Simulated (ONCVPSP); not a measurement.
Transferability test, ONCV potential for iridium (Ir)

```
Element                 : iridium (Ir)
Generator               : ONCVPSP 4.0.1
Type                    : optimised norm-conserving Vanderbilt (ONCV)
Functional              : LDA (Perdew-Zunger)
Relativity              : fully relativistic
Frozen core             : [Kr] 4d10 4f14
Valence charge          : 17
Reference configuration : 5s2 5p6 5d7 6s2
Partial waves           : 5s+6s: rc 1.85 bohr, ncon 4, nbas 9, qcut 8.6 1/bohr, 3 projectors, debl 0.6 Ha; 5p: rc 1.35 bohr, ncon 3, nbas 8, qcut 11.7 1/bohr, 1 projector; 5d: rc 1.45 bohr, ncon 4, nbas 8, qcut 6 1/bohr, 2 projectors, debl 0.7 Ha
Local potential         : polynomial inside 1.25 bohr (lpopt 5, dvloc0 3 Ha)
Core correction         : Teter function fitted to the true core (icmod 2), fcfact 0.5
```

Open shells are filled in proportion to 2j + 1.

Energies are relative to the spin-unpolarised reference configuration 5s2 5p6 5d7 6s2; without spin polarisation the order of configurations can differ from experiment.

```csv
valence configuration,charge,ΔE all-electron (eV),error AE − PS (meV)
5s2 5p6 5d6 6s0,+3,58.882,-6.5
5s2 5p6 5d7 6s0 6p2,0,11.060,-16
```

**Question.** What are ΔE and the potential's error for 5s2 5p6 5d7 6s1?

**Answer.** ΔE = 10.192 eV all-electron; the error (AE − PS) is -1.2 meV.

**Question.** What are ΔE and the potential's error for 5s2 5p6 5d7 6s0?

**Answer.** ΔE = 28.044 eV all-electron; the error (AE − PS) is -7.8 meV.

Levels in the configuration 5s2 5p6 5d7 6s0 6p2:

```csv
level,all-electron (eV),pseudo (eV)
5s j=1/2,-101.518,-101.615
5p j=3/2,-54.618,-54.632
5p j=1/2,-68.362,-68.392
5d j=5/2,-10.069,-10.070
5d j=3/2,-11.351,-11.351
6p j=3/2,-2.761,-2.771
6p j=1/2,-3.601,-3.572
```

These tests converged, but a pseudo level misses the all-electron one widely, so the file describes the atom poorly there or has found another state: 5s2 5p6 5d7 6s0 6p2: empty 6s by 12.9 eV.
